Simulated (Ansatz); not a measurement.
The same path of CH₇AlB₂Se (12 atoms, charge 0, multiplicity 1) was run twice with different band settings.

Method: Ansatz, RKS B3LYP/def2-SVP.

Relaxed end points:

```xyz
12
Properties=species:S:1:pos:R:3
B 0.875 0.761 1.128
B -0.571 0.476 0.664
C -1.989 0.146 0.184
Al 1.361 -0.933 -0.152
Se 1.633 -0.757 -2.473
H 1.277 0.301 2.177
H 1.562 1.532 0.487
H -2.736 0.874 0.541
H -2.027 0.112 -0.920
H -2.288 -0.858 0.540
H 1.802 -2.357 0.391
H 1.177 0.647 -2.533
```

```xyz
12
Properties=species:S:1:pos:R:3
B 0.881 0.854 1.060
B -0.563 0.556 0.597
C -1.981 0.204 0.133
Al 1.353 -0.967 -0.034
Se 1.609 -1.040 -2.364
H 1.604 1.531 0.350
H 1.251 0.506 2.161
H -2.317 -0.721 0.639
H -2.709 1.000 0.357
H -2.003 -0.005 -0.952
H 1.796 -2.325 0.657
H 1.156 0.352 -2.569
```

Common settings: movable images 5; climbing image yes; optimiser quadratic models (default); start path through a guess of the saddle point; force threshold 0.05 eV/Å; iteration limit 60; end points relaxed.

| run | spring |
| --- | --- |
| 1 | 5.0 eV/Å² |
| 2 | 20.0 eV/Å² |

What does each run give, and how far can it be trusted?

Run 1: converged after 35 iterations, highest image 1.107 eV above the first end. A vibrational analysis at the climbing image gives one clearly imaginary mode, 460i cm⁻¹, and a faint second one (33i cm⁻¹) that may be numerical noise or a soft torsion: probably a first-order saddle point.
Run 2: converged after 35 iterations, highest image 1.052 eV above the first end. The order of the stationary point at the top wasn't checked.
